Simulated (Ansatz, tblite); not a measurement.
Cost and result up the ladder for the cluster Cu2H3 (5 atoms). The state is a doublet with charge 0. Geometry: PBE-D4/def2-TZVP.

```xyz
5

Cu    0.856    0.159    0.827
Cu   -0.573    0.058   -1.053
H     0.734   -0.367    2.232
H    -1.931   -0.555   -1.272
H     0.914    0.704   -0.733
```

Ansatz on 4 threads of Arm Neoverse V2 on a shared host; xTB runs through tblite on one thread. Times are rough, summed over both states, and most runs start from the orbitals of an earlier one. ωB97M-V/def2-TZVP serves as the yardstick here, not as an exact answer. Differences are given only for rows in sets of like size (and for xTB, whose basis is part of the method), since another set adds its own error. The other state is a quartet at its own geometry.

The 6-31G sets use Cartesian d functions. The xTB rows come from tblite. B3LYP takes the VWN-RPA correlation. HSE06 is defined as in plane-wave codes, on full-range PBE exchange. Correlated methods freeze 18 core orbitals. In CCSD on the charge 0 quartet the largest single amplitude is 0.38, so its Hartree–Fock determinant may place the open shell otherwise than the density functionals do. The structure comes from a short search, and lower isomers may exist.

Run but left out: HF/6-31G, HF/def2-TZVP, MP2/def2-TZVP (doublet: a determinant that CCSD turns far, T1 0.093); HF/def2-TZVPP, MP2/def2-TZVPP (doublet: ⟨S²⟩ 1.24, where a pure state has 0.75).

Correlated methods converge slowly with the basis.

xTB has no spin-polarisation term.

| level | functions | quartet − doublet (eV) | difference from ωB97M-V/def2-TZVP (eV) | remarks |
| --- | --- | --- | --- | --- |
| r2SCAN-D4/def2-TZVP (with forces) | 108 | 2.72 | -0.09 | – |
| CCSD(T)/def2-TZVPP | 170 | 2.73 | -0.08 | large T1 (0.085) (doublet), large T1 (0.104) (quartet), spin-contaminated (⟨S²⟩ 1.24) (doublet) |
| GFN1-xTB | 24 | 3.44 | 0.63 | – |
| GFN2-xTB | 21 | 5.82 | 3.01 | – |
| PBE-D4/def2-TZVP | 108 | 2.85 | 0.04 | – |
| B3LYP-D4/6-31G | 64 | 2.40 | – | – |
| B97M-V/def2-TZVP | 108 | 3.02 | 0.21 | – |
| HSE06-D4/def2-TZVP | 108 | 2.69 | -0.12 | – |
| BLYP-D4/def2-TZVP | 108 | 2.94 | 0.13 | – |
| ωB97M-V/def2-TZVP | 108 | 2.81 | 0.00 | – |
| RPA@PBE/def2-TZVP | 108 | 2.80 | -0.01 | – |
| CAM-B3LYP-D4/def2-TZVP | 108 | 2.76 | -0.05 | – |
| PBE0-D4/def2-TZVP | 108 | 2.69 | -0.12 | – |

(1) Estimate how long each takes.

Results:

(1) GFN1-xTB 0.004 s; GFN2-xTB 0.007 s; PBE-D4/def2-TZVP 2.3 s; BLYP-D4/def2-TZVP 2.5 s; B3LYP-D4/6-31G 2.8 s; RPA@PBE/def2-TZVP 3.5 s; HSE06-D4/def2-TZVP 3.7 s; CAM-B3LYP-D4/def2-TZVP 4 s; r2SCAN-D4/def2-TZVP (with forces) 6 s; PBE0-D4/def2-TZVP 7.3 s; B97M-V/def2-TZVP 9.4 s; ωB97M-V/def2-TZVP 12 s; CCSD(T)/def2-TZVPP 1.8 min. On shared hardware such times vary by a factor of up to 3.
